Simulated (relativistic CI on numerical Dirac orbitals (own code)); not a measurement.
Ti2+ in a cubic cluster: 2p photoemission with charge transfer

Computed with a charge-transfer multiplet model of a cubic metal-ligand cluster with up to one ligand hole, Slater and spin-orbit integrals from Dirac-Coulomb-Breit ions, Slater integrals scaled by 0.8. The ground state mixes d2 with configurations of k ligand holes L, whose averages lie at kΔ + k(k − 1)U_dd/2; a core hole lowers each added d electron by U_cd. 20 K, Lorentzian 0.6 eV and Gaussian 0.8 eV FWHM.

Atomic integrals in eV (Slater integrals scaled, ζ unscaled), ground: F2dd 6.578, F4dd 4.090, zeta_d 0.013; with the core hole: F2dd 8.213, F4dd 5.154, zeta_d 0.027, zeta_core 3.743, F2cd 4.498, G1cd 3.275, G3cd 1.857.

Cluster parameters (eV): Δ = 5.2, U_dd = 4.3, 10Dq = 0.55, 10Dq(ligand) = 1, V(eg) = 1.55, V(t2g) = -0.68, final-state hopping factor = 1.

| Case | n_d | d2 | d3L | S |
| --- | --- | --- | --- | --- |
| U_cd = 3.7 eV | 2.21 | 0.79 | 0.21 | 1.00 |
| U_cd = 4.9 eV | 2.21 | 0.79 | 0.21 | 1.00 |
| U_cd = 5.5 eV | 2.21 | 0.79 | 0.21 | 1.00 |
| U_cd = 6.7 eV | 2.21 | 0.79 | 0.21 | 1.00 |
| U_cd = 7.3 eV | 2.21 | 0.79 | 0.21 | 1.00 |

Weights, n_d and S are thermal averages at 20 K. Binding energies count from the first peak over 30 % of the highest in each spectrum, which can be another peak from case to case. The parameters are a model scan and need not match a compound or its usual spin state. Peaks in eV (height, largest 100):
- U_cd = 3.7 eV: 0.0 (100), 3.5 (15), 6.1 (46)
- U_cd = 4.9 eV: 0.0 (100), 3.3 (18), 6.3 (50)
- U_cd = 5.5 eV: 0.0 (100), 3.2 (20), 6.4 (53), 13.2 (6)
- U_cd = 6.7 eV: 0.0 (100), 3.1 (24), 6.5 (58), 13.4 (11)
- U_cd = 7.3 eV: 0.0 (100), 2.9 (26), 6.5 (58), 13.6 (14)

For the case U_cd = 5.5 eV, Δ = 5.2 eV is larger than U_dd = 4.3 eV, the Mott-Hubbard side of the Zaanen-Sawatzky-Allen scheme. With the core hole the configuration with one ligand hole lies at Δ − U_cd = 1.5, 0.3, -0.3, -1.5, -2.1 eV from the one without, in the order of the table; where this is negative the screened configuration lies lower, though the effective hopping of about 3.3 eV (from the holes of the mixed ground state) mixes the two strongly wherever it is as large as the gap.

With at most 1 ligand hole the space is cut while the next configuration still counts, so covalency is underestimated, and a final configuration with one more ligand hole, which can lie low, is missing from the spectra.
